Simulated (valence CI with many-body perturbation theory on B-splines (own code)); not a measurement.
Results of a calculation; reference values are marked as such.
Er³⁵⁺: magnetic and hyperfine properties of the levels

Method: valence CI with perturbative core correlation (CI+MBPT): five valence electrons over a frozen Dirac-Fock core [Ar] 3d10, a basis of 9 s, 9 p, 8 d, 6 f, 3 g, 1 h functions for each j, with the one-electron correlation potential Σ1 (screened to all orders), the two-electron term Σ2, the three-electron term Σ3, Breit, model QED; selected single and double excitations, second order for the rest (own B-spline code, finite nucleus).

No measured spectrum was set against this ion. As an estimate, large intervals hold to a few tenths of a per cent, small ones and those within an open d or f shell to about a per cent. Among the levels kept, up to 300 cm⁻¹ of a level comes from second order outside the variational space, and about a tenth of that is noise between levels of different J, which matters for small intervals.

A/g_I is the dipole constant over the nuclear g factor μ/I (μ in nuclear magnetons, uniformly magnetised nucleus), B/Q the quadrupole constant per barn. Both hold the static response of the core; the bare values leave it out. Large factors of s and p1/2 electrons are usually good to 5 to 10 %; those of open d and f shells near neutrality can be off by tens of per cent, and small factors of p3/2, d and f electrons come from cancelling terms and can be off by a factor of two or in sign, in half-filled shells by more. B is blank for J = 1/2, where it vanishes, and for nearly pure S terms. Energies count from the lowest level.

Levels are named by their leading jj configuration (3d3/2^4 stands for four electrons in 3d with j = 3/2), which in mixed levels can hold well under half, so a name can repeat and another be missing. Letters in brackets count levels of one name in rising energy.

```
                             Level  E (cm⁻¹)      g  A/g_I (MHz)  A/g_I bare  B/Q (MHz/b)  B/Q bare
        (4s^2 4p1/2^2 4p3/2) J=3/2         0  1.382        38100       36500        71300     68700
        (4s^2 4p1/2 4p3/2^2) J=3/2    442640  1.448       -13200      -13100        12200     11800
        (4s^2 4p1/2 4p3/2^2) J=5/2    481400  1.196        94300       90800         -308      -287
        (4s^2 4p1/2 4p3/2^2) J=1/2    530060  0.661       311000      301000                       
              (4s^2 4p3/2^3) J=3/2    979350  1.295        41300       39700       -83600    -80600
        (4s^2 4p1/2^2 4d3/2) J=3/2   1063700  0.822         7640        7960         3540      3630
        (4s 4p1/2^2 4p3/2^2) J=5/2   1091000  1.478       197000      190000        14700     14200
        (4s 4p1/2^2 4p3/2^2) J=1/2   1216300  2.162       909000      877000                       
        (4s^2 4p1/2^2 4d5/2) J=5/2   1237000  1.213        31000       30300        24100     23500
        (4s 4p1/2^2 4p3/2^2) J=3/2   1237500  1.144      -110000     -106000       -17300    -16700
(4s^2 4p1/2 4p3/2 4d3/2) J=3/2 [a]   1504900  0.950        56500       54900       -49200    -47400
(4s^2 4p1/2 4p3/2 4d3/2) J=5/2 [a]   1508800  0.979        77300       74800       -13500    -13000
(4s^2 4p1/2 4p3/2 4d3/2) J=1/2 [a]   1510800  0.269        95500       93400                       
          (4s 4p1/2 4p3/2^3) J=3/2   1547400  1.504       151000      146000       -46000    -44400
    (4s^2 4p1/2 4p3/2 4d3/2) J=7/2   1547900  1.062        68200       66100        66000     63800
          (4s 4p1/2 4p3/2^3) J=5/2   1592600  1.212       186000      180000       -82700    -79600
(4s^2 4p1/2 4p3/2 4d5/2) J=7/2 [a]   1612600  1.311       -12200      -11600        84100     81300
(4s^2 4p1/2 4p3/2 4d3/2) J=1/2 [b]   1647300  1.430        84100       80200                       
(4s^2 4p1/2 4p3/2 4d3/2) J=5/2 [b]   1647800  1.257        10100        9940        51500     49700
(4s^2 4p1/2 4p3/2 4d3/2) J=3/2 [b]   1653600  1.190         4650        4460        11500     11000
    (4s^2 4p1/2 4p3/2 4d5/2) J=9/2   1654800  1.202        51300       49700        70000     67700
(4s^2 4p1/2 4p3/2 4d5/2) J=3/2 [a]   1691400  1.175       -27500      -26100       -39300    -37900
          (4s 4p1/2 4p3/2^3) J=1/2   1715900  1.771      -142000     -136000                       
(4s^2 4p1/2 4p3/2 4d5/2) J=5/2 [a]   1729800  1.172        95900       92800       -43400    -41700
(4s^2 4p1/2 4p3/2 4d5/2) J=7/2 [b]   1744400  1.096        58500       56600        18000     17500
(4s^2 4p1/2 4p3/2 4d5/2) J=3/2 [b]   1757200  1.286        96600       93600       -18400    -17800
(4s^2 4p1/2 4p3/2 4d5/2) J=5/2 [b]   1771200  1.225        33400       32400         1280      1320
(4s^2 4p1/2 4p3/2 4d5/2) J=3/2 [c]   1796900  0.933        71500       69300        19100     18500
    (4s^2 4p1/2 4p3/2 4d5/2) J=1/2   1827800  1.074      -127000     -122000                       
        (4s^2 4p3/2^2 4d3/2) J=1/2   2081100  1.900       317000      307000                       
    (4s^2 4p3/2^2 4d3/2) J=3/2 [a]   2092000  1.171        28600       27500       -32700    -31700
        (4s^2 4p3/2^2 4d5/2) J=1/2   2094900  0.972        71100       68000                       
        (4s^2 4p3/2^2 4d3/2) J=5/2   2097800  1.204        41700       40400        -9690     -9400
        (4s^2 4p3/2^2 4d5/2) J=7/2   2103500  1.270        23800       23200        16500     16000
        (4s^2 4p3/2^2 4d5/2) J=9/2   2119200  1.236        23100       22400        41900     40700
        (4s^2 4p3/2^2 4d3/2) J=7/2   2127100  1.085        30400       29400         4820      4970
(4s 4p1/2^2 4p3/2 4d3/2) J=5/2 [a]   2160300  1.312       149000      144000        21500     20700
(4s 4p1/2^2 4p3/2 4d3/2) J=3/2 [a]   2165300  1.392       136000      131000        -4550     -4510
(4s 4p1/2^2 4p3/2 4d3/2) J=1/2 [a]   2165400  2.620       517000      499000                       
    (4s^2 4p3/2^2 4d3/2) J=3/2 [b]   2172100  0.916        20600       20500        29500     28600
```

Task: Take the isotope of mass number 167, with I = 7/2, μ = -0.5623 μN and Q = 3.57 b. What is the hyperfine structure of (4s^2 4p1/2^2 4p3/2) J=3/2?

Result: From the table A = -6120 MHz, B = 255000 MHz. Shifts from the centre of gravity in MHz: F = 2: 178000, F = 3: -22600, F = 4: -120000, F = 5: 31600.
